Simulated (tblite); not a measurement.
Species: C8H8F (doublet state).
Z-matrix (Å and degrees, GFN2-xTB geometry), rows numbered from 1:
```
F 
C   1  1.4112
C   2  1.4824  1  110.83
C   3  1.4269  2  110.70  1   100.27
C   4  1.5886  3  121.76  2    63.29
C   5  1.4639  4  118.29  3     1.27
C   6  1.3304  5  110.52  4   -56.94
C   7  1.5075  6  111.00  5     4.67
C   5  1.4916  4   58.53  3   -92.98
H   2  1.0964  1  103.84  3  -124.19
H   3  1.0722  2  123.24  1   -69.04
H   4  1.0813  3  119.43  2  -147.89
H   5  1.0790  4  114.24  9  -115.12
H   6  1.0749  5  122.63  4   123.98
H   7  1.0750  6  127.03  5   178.36
H   8  1.0889  2  111.79  1    34.85
H   9  1.0771  4  123.09  5   116.36
```

Method: GFN2-xTB as coded in tblite; computed harmonic values from a numerical Hessian at the method's own geometry, unscaled. Errors from tens to a few hundred cm⁻¹ against measured bands are possible. One conformer, not necessarily the lowest. Open shells enter through the occupations alone, without spin polarisation, and single modes of such species can be off by tens of per cent.

Harmonic wavenumbers (cm⁻¹): 121.2, 255.0, 291.3, 332.0, 403.4, 493.1, 555.7, 636.1, 660.7, 727.4, 749.8, 787.5, 805.9, 854.1, 859.1, 871.0, 884.7, 944.3, 978.9, 992.1, 1002.7, 1019.2, 1034.3, 1047.4, 1074.9, 1107.7, 1120.9, 1175.4, 1204.4, 1213.4, 1245.0, 1268.8, 1282.1, 1303.0, 1341.6, 1350.7, 1638.0, 2906.0, 2998.5, 3050.8, 3082.4, 3097.7, 3125.8, 3141.5, 3158.8.

A = 3298, B = 1697, C = 1433 MHz; mass 123.061 u (most abundant isotopes); point group C1, symmetry number 1; spin multiplicity 2.

Problem. Zero-point energy?

Solution. Half the sum of the wavenumbers: 29097 cm⁻¹ = 348.08 kJ/mol.

Problem. Entropy at 273.15 K, 1 bar (ideal gas, RRHO, classical rotation)?

Solution. Translation 167.06, rotation 116.42, vibration 47.11, spin (R ln 2) 5.76: S = 336.4 J/(mol K).

Problem. And Cp and H(273.15 K) − H(0)?

Solution. Cp = 116.20 J/(mol K), of which vibrations give 82.95 (their classical limit is 45 R = 374.2); H(273.15 K) − H(0) = 17.45 kJ/mol without the zero-point energy, 8.36 from vibrations.

Problem. Which modes carry the vibrational entropy at 273.15 K?

Solution. 121.2 cm⁻¹: 12.19; 255.0 cm⁻¹: 6.46; 291.3 cm⁻¹: 5.53; 332.0 cm⁻¹: 4.65; 403.4 cm⁻¹: 3.45; 493.1 cm⁻¹: 2.38 J/(mol K); the other 39 give 12.46 together.

Problem. How do the functions run with temperature in this model?

Solution. 
```tsv
T (K)	S (J/(mol K))	Cp (J/(mol K))	H − H(0) (kJ/mol)	G − H(0) (kJ/mol)	ln q(vib)
100	262.8	48.3	3.82	-22.46	0.25
200	305.8	82.3	10.22	-50.95	1.10
300	347.9	129.4	20.74	-83.61	2.36
500	435.0	213.4	55.57	-161.91	5.74
800	552.6	284.6	131.48	-310.59	11.61
1000	619.3	312.9	191.40	-427.92	15.49
```

q(vib) and H(0) count from the zero-point level.

Hindered rotation and anharmonicity are outside this model. Other conformers, if any are populated, would add a mixing term that is left out. The structure is chiral; the term R ln 2 for an equal mix with its mirror image is left out.

Hardware: Arm Neoverse V1, one thread, shared host with 64 logical CPUs at a one-minute load of 40. Cost: 0.57 s. The figure is for the frequency step alone.
